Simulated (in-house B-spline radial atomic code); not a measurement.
As. Computed with a B-spline radial atomic code. Model: all-electron spherical atom, spin shells full or empty, radial basis limit, no spin-orbit coupling: exact exchange with a local potential (Slater, KLI or optimised effective potential, whose far tail is KLI's), no correlation.

Exchange potential has not reached -1/r at the last radius.

The run also made RPA and GW results, which its time includes.

The Slater potential averages the orbital exchange potentials with the orbital densities as weights, KLI adds orbital constants, and the optimised effective potential minimises the exact-exchange energy among local potentials. So their energies lie above Hartree-Fock in the order OEP, KLI, Slater. All fall off as −1/r, unlike LDA and GGA exchange.

Command:
```bash
python run_gw.py task.json out
```
Settings (lengths in bohr, energies in hartree):
```
Z                      33
electrons              33
configuration          [Ar] 3d10 4s2 4p3
hamiltonian            nr
method                 kli
lmax                   9
spin_polarised         True
box_radius             40
intervals              79
```

Cost of the run: 11 s on 1 thread of Arm Neoverse N1, with other jobs on the host.

Given: hamiltonian non-relativistic; mean-field start exchange-only KLI.

Computed: energy above Hartree-Fock 14.709 millihartree; virial ratio -E/T less 1 0.000602.

| radius (bohr) | r times exchange potential up (hartree bohr) | r times exchange potential down (hartree bohr) |
| --- | --- | --- |
| 0.00152 | -0.039313 | -0.039303 |
| 0.0019 | -0.049081 | -0.049069 |
| 0.00239 | ? | ? |
| 0.00301 | -0.077388 | -0.077368 |
| 0.00378 | -0.096763 | -0.096738 |
| 0.00476 | -0.12103 | -0.121 |
| 0.00598 | -0.15054 | -0.1505 |
| 0.00752 | -0.18647 | -0.18642 |
| 0.00945 | -0.22919 | -0.22912 |
| 0.0119 | -0.27931 | -0.27922 |
| 0.0149 | -0.33403 | -0.33392 |
| 0.0188 | -0.39403 | -0.39388 |
| 0.0236 | -0.45117 | -0.45096 |
| 0.0297 | -0.49984 | -0.49953 |
| 0.0373 | -0.53002 | -0.52954 |
| 0.0469 | -0.53601 | -0.5352 |
| 0.059 | -0.52862 | -0.52719 |
| 0.0741 | -0.55405 | -0.55182 |
| 0.0932 | -0.65298 | -0.65032 |
| 0.117 | -0.78841 | -0.78589 |
| 0.147 | -0.89808 | -0.89609 |
| 0.185 | -0.93201 | -0.93107 |
| 0.233 | -0.87064 | -0.87115 |
| 0.293 | -0.82165 | -0.82128 |
| 0.368 | -0.98363 | -0.97913 |
| 0.463 | -1.2262 | -1.221 |
| 0.581 | -1.3657 | -1.3641 |
| 0.731 | -1.339 | -1.3442 |
| 0.919 | -1.1594 | -1.1702 |
| 1.16 | -0.95795 | -0.92578 |
| 1.45 | -0.99285 | -0.7926 |
| 1.83 | -1.1778 | -0.83787 |
| 2.3 | ? | ? |
| 2.89 | -1.3355 | -0.9735 |
| 3.63 | -1.2887 | -0.99348 |
| 4.56 | -1.2093 | -0.99899 |
| 5.73 | -1.1348 | -0.99993 |

What belongs in the row 0.00239?

r times exchange potential up (hartree bohr): -0.061628; r times exchange potential down (hartree bohr): -0.061612.

What belongs in the row 2.3?

r times exchange potential up (hartree bohr): -1.3053; r times exchange potential down (hartree bohr): -0.92302.

| occupied | level (hartree) | Hartree-Fock level (hartree) |
| --- | --- | --- |
| 1s up | -424 | -432.59 |
| 1s down | -423.98 | -432.58 |
| 2s up | -53.296 | -56.311 |
| 2s down | -53.288 | -56.308 |
| 2p up | -47.676 | -50.158 |
| 2p down | -47.665 | -50.15 |
| 3s up | -6.9805 | -8.0366 |
| 3s down | -6.9765 | -8.0224 |
| 3p up | -5.0746 | -5.8907 |
| 3p down | -5.0692 | -5.8704 |
| 3d up | -1.7273 | -2.1174 |
| 3d down | -1.7164 | -2.1076 |
| 4s up | ? | ? |
| 4s down | ? | ? |
| 4p up | -0.36777 | -0.37019 |

What belongs in the row 4s up?

level (hartree): -0.68795; Hartree-Fock level (hartree): -0.81561.

What belongs in the row 4s down?

level (hartree): -0.55594; Hartree-Fock level (hartree): -0.55603.

```
  empty  level (hartree)
4p down         -0.24396
  5s up         -0.14026
5s down         -0.11129
  5p up        -0.089891
  4d up        -0.080274
5p down        -0.073711
  6s up                ?
4d down        -0.057365
```

What belongs in the row 6s up?

level (hartree): -0.057806.

The highest level, 4p up, differs from Hartree-Fock by +0.066 eV and the deepest, 1s up, by +234 eV: a local potential can match the highest level but can't give each shell its own exchange.
